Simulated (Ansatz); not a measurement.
Reactions of C9H20 (`CC(C)CC(C)C(C)C`).

Computed with Ansatz on PBE0-D4/def2-TZVP structures; ΔE is electronic, products minus reactants. CCSD(T)/CBS is the MP2 limit (def2-TZVPP, def2-QZVPP) plus CCSD(T) − MP2 in def2-TZVPP, frozen cores. This one scheme is used for every species. DFT in def2-TZVPP. Elements past krypton have def2 core potentials. For Se, Te, Ti outer-core shells are correlated without core-valence functions, which leaves a few kJ/mol of doubt a bond. Scalar relativity is left out up to krypton. One conformer a species, not always the lowest.

```tsv
reaction	CCSD(T)/CBS(def2) (kJ/mol)
`CC(C)CC(C)C(C)C` + `OC(F)[TeH]` → `COC(F)[TeH]` + `CC(C)CCC(C)C`	41
`CC(C)CC(C)C(C)C` + H₂ → `CCC(C)CC(C)C` + CH₄	?
`CC(C)CC(C)C(C)C` + H₂ → `CCCC(C)C` + `CCC`	-60
`CC(C)CC(C)C(C)C` + H₂ → `CC(C)CCC(C)C` + CH₄	-76
`CC(C)CC(C)C(C)C` + `CC` → `CCC(C)CC(C)C` + `CCC`	?
`CC(C)CC(C)C(C)C` + `CBN` → `CBNC` + `CC(C)CCC(C)C`	24
`CC(C)CC(C)C(C)C` + `[OH][Ti]([F])([Cl])[SeH]` → `C[O][Ti]([F])([Cl])[SeH]` + `CCCC(C)C(C)C`	31
```

Fill in the missing values. (Estimate.)

Computed: `CC(C)CC(C)C(C)C` + H₂ → `CCC(C)CC(C)C` + CH₄: -73.2 kJ/mol; `CC(C)CC(C)C(C)C` + `CC` → `CCC(C)CC(C)C` + `CCC`: -5.9 kJ/mol.

Largest T1 diagnostic: 0.023, for `[OH][Ti]([F])([Cl])[SeH]`.
